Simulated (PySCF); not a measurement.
C3H6OS2Si.
Atom-mapped SMILES: `[O:1]=[CH:2][C@@H:3]1[CH2:4][S:5][SiH2:6][S:7]1`

Geometry (GFN2-xTB, Å), atoms numbered from 1 in this order:
```xyz
13
C3H6OS2Si angstrom
O     -1.5097    1.0765    1.4499
C     -1.3259    1.1260    0.2696
C     -0.8551   -0.0219   -0.5871
C     -0.5299   -1.2814    0.1888
S      0.9336   -1.0932    1.2719
Si     2.0234    0.2666    0.0397
S      0.5927    0.5904   -1.5354
H     -1.4583    2.0569   -0.3123
H     -1.6186   -0.2306   -1.3437
H     -1.3573   -1.5282    0.8541
H     -0.3388   -2.1151   -0.4864
H      3.1776   -0.3531   -0.5798
H      2.2620    1.5076    0.7530
```

Probes without a nucleus sit at each ring's centroid and 1 Å off its mean plane on both sides; NICS is minus the shielding there, NICSzz its component along the normal. Level: GIAO PBE0/pcSseg-1 (PySCF, non-relativistic, gas phase) on the GFN2-xTB geometry, one conformer.

Ring bond lengths (Å), with Mayer bond orders in brackets: C3–C4 1.515 (0.99), C4–S5 1.830 (0.99), S5–Si6 2.134 (1.00), Si6–S7 2.152 (0.92), S7–C3 1.836 (1.00).

Task: What do the NICS probes read (ppm)?

Result: 
| ring | type | NICS(0) | NICS(1), two faces | NICS(1)zz, two faces | rms pucker (Å) | centre to ring atoms, mean (Å) |
| --- | --- | --- | --- | --- | --- | --- |
| C3–C4–S5–Si6–S7 | 5-membered ring with 2 S and Si; formal bonds all single | -10.6 | -5.1 / -6.6 | -4.6 / -6.4 | 0.21 | 1.57 |

Task: What can be read from them?

Result: 
- C3–C4–S5–Si6–S7: mean NICS(1)zz -5.5 ppm, shielded. C3, C4, Si6 have four or more neighbours; no verdict on aromaticity is drawn.

Task: At the second NICS(1) probe listed for ring C3–C4–S5–Si6–S7, 1 Å off the ring, what do the in-plane components average?

Result: The isotropic value is a third of the trace: (3 × -6.6 − (-6.4))/2 = -6.7 ppm.

Task: List the ring angles and the Hirshfeld charges of the ring atoms.

Result: 
- C3–C4–S5–Si6–S7: C3 111.9° (-0.035 e), C4 112.9° (-0.072 e), S5 97.6° (-0.086 e), Si6 100.3° (+0.297 e), S7 95.5° (-0.078 e); sum 518.2° against 540° for a flat convex ring.

Task: What are the shieldings of the ring atoms and their hydrogens in the same run (means over atoms taken as equivalent)?

Result: 
```csv
atoms,environment,σ isotropic (ppm)
C3,sp3 carbon bound to sulfur,124.4
C4,sp3 carbon bound to sulfur,148.8
S5,sulfur bonded to C and Si,650.4
Si6,SiH2 silicon,352.0
S7,sulfur bonded to C and Si,623.3
H9,methine hydrogen,27.95
H10,methylene hydrogen,28.12
H11,methylene hydrogen,28.79
H12,Si–H hydrogen,26.24
H13,Si–H hydrogen,26.49
```
